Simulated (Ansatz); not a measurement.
Ansatz results at the PBE0-D4/def2-TZVP geometry: HOMO–LUMO gap (B3LYP/def2-TZVPP) 6.58 eV; HOMO energy (PBE0/def2-TZVPP) -8.07 eV; HOMO–LUMO gap (ωB97M-V/def2-TZVPP) 11.30 eV.

(1) Which molecule gave them?
A. `O=CSC=S`
B. `C=NC[SeH]`
C. `O=C=[Se]`
D. `C1O[SiH2][AsH]1`

Answers

(1) C. The others give `C1O[SiH2][AsH]1`: 6.33, -7.27, 10.60; `C=NC[SeH]`: 5.33, -6.69, 10.16; `O=CSC=S`: 3.62, -6.89, 8.35.

B3LYP here is the variant with VWN-RPA as its local correlation; programs differ in this.
